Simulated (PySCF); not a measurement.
The dipole of `C#CC#C[Si@H]([SiH2]N)C1CC1` from its density and from atomic charges.

Coordinates (GFN2-xTB, Å) and charges (e) from the PBE0/pcSseg-1 density (PySCF):

| atom | x | y | z | Mulliken | IAO | Hirshfeld | ESP-fitted |
| --- | --- | --- | --- | --- | --- | --- | --- |
| C1 | 4.158 | 2.276 | -0.383 | -0.4293 | -0.1891 | -0.0690 | -0.3862 |
| C2 | 3.135 | 1.707 | -0.094 | +0.2293 | -0.0284 | -0.0352 | +0.0770 |
| C3 | 1.983 | 1.065 | 0.230 | +0.2024 | -0.0290 | -0.0268 | -0.0238 |
| C4 | 0.947 | 0.504 | 0.526 | -0.4155 | -0.2976 | -0.1169 | -0.0651 |
| Si5 | -0.602 | -0.442 | 0.898 | +0.5590 | +0.6229 | +0.2917 | +0.0178 |
| Si6 | -0.398 | -2.624 | 0.167 | +0.5252 | +0.6218 | +0.2839 | +0.5895 |
| N7 | 1.106 | -3.147 | 0.826 | -0.6307 | -0.8395 | -0.3195 | -0.9734 |
| C8 | -1.993 | 0.486 | 0.019 | -0.5448 | -0.4121 | -0.1348 | -0.1823 |
| C9 | -1.719 | 1.222 | -1.262 | -0.2060 | -0.2814 | -0.0893 | -0.3049 |
| C10 | -2.005 | 1.987 | -0.012 | -0.1987 | -0.2795 | -0.0872 | -0.2648 |
| H11 | 5.047 | 2.772 | -0.633 | +0.0590 | +0.2129 | +0.1013 | +0.3108 |
| H12 | -0.802 | -0.252 | 2.351 | -0.0380 | -0.0980 | -0.0709 | -0.0016 |
| H13 | -0.506 | -2.777 | -1.299 | -0.1047 | -0.1498 | -0.0927 | -0.1540 |
| H14 | -1.372 | -3.558 | 0.744 | -0.0914 | -0.1219 | -0.0819 | -0.1087 |
| H15 | 1.376 | -4.113 | 0.732 | +0.1940 | +0.2608 | +0.1182 | +0.3869 |
| H16 | 1.918 | -2.560 | 0.721 | +0.2012 | +0.2625 | +0.1097 | +0.3549 |
| H17 | -2.971 | 0.020 | 0.081 | +0.1459 | +0.1509 | +0.0430 | +0.1585 |
| H18 | -2.468 | 1.208 | -2.041 | +0.1289 | +0.1487 | +0.0475 | +0.1470 |
| H19 | -0.706 | 1.232 | -1.636 | +0.1442 | +0.1482 | +0.0387 | +0.1456 |
| H20 | -1.186 | 2.512 | 0.457 | +0.1405 | +0.1484 | +0.0419 | +0.1366 |
| H21 | -2.952 | 2.500 | 0.073 | +0.1296 | +0.1492 | +0.0483 | +0.1404 |

Task: Compute μ = Σ q r for each scheme (1 e·Å = 4.803 D) and compare with the dipole of the full density.

Result: The full density gives (0.61, -0.27, -0.96) D, 1.17 D in size; dipole vectors point from the negative to the positive end.

```json
{"scheme": "Mulliken", "μx": "-3.40", "μy": "-3.08", "μz": "0.51", "size (D)": "4.61", "share of the full size (%)": "395", "angle to the full dipole (°)": "109"}
{"scheme": "IAO", "μx": "-0.86", "μy": "-0.93", "μz": "-0.50", "size (D)": "1.36", "share of the full size (%)": "116", "angle to the full dipole (°)": "83"}
{"scheme": "Hirshfeld", "μx": "0.14", "μy": "-0.52", "μz": "-0.10", "size (D)": "0.55", "share of the full size (%)": "47", "angle to the full dipole (°)": "60"}
{"scheme": "ESP-fitted", "μx": "0.57", "μy": "-0.26", "μz": "-0.96", "size (D)": "1.14", "share of the full size (%)": "98", "angle to the full dipole (°)": "1"}
```

Task: Which set comes closest?

Result: Length of the difference vector: ESP-fitted 0.03 D, Hirshfeld 1.01 D, IAO 1.68 D, Mulliken 5.11 D. Closest: ESP-fitted. 

Task: What is left for the Hirshfeld atoms' own dipoles?

Result: The shares of the density sum to the whole, so what Σ q r misses lies in dipoles about the nuclei. The atomic dipoles sum to (0.61, -0.27, -0.96) − (0.14, -0.52, -0.10) = (0.47, 0.25, -0.86) D, 1.01 D in size.

Task: With the origin at the mean of the coordinates, (0.000, 0.001, 0.022) Å, which are the largest single terms, by size, of the IAO dipole along the direction of the full one?

Result: Si5 -2.79, H11 +2.58, N7 -2.54, C8 +2.26, C10 +1.97 D; all 21 atoms together +0.17 D. The single terms depend on the origin, their sum doesn't.

Task: Give the size of the full dipole in other units.

Result: 1.17 D = 0.460 au = 0.243 e·Å = 3.90 × 10⁻³⁰ C·m.

Geometry: GFN2-xTB, one conformer, isolated molecule.

The run behind these numbers computed NMR shieldings as well. On Arm Neoverse N1, one thread, no GPU, shared host with 64 logical CPUs at a one-minute load of 60, this took 1.7 min and 1.1 GiB of memory at its peak.

Conformer computed: `[CH:1]#[C:2][C:3]#[C:4][Si@H:5]([SiH2:6][NH2:7])[CH:8]1[CH2:9][CH2:10]1`: C4–Si5–Si6–N7 50°, C4–Si5–C8–C9 31°, H–N7–Si6–Si5 173°, H–N7–Si6–Si5 -48°.
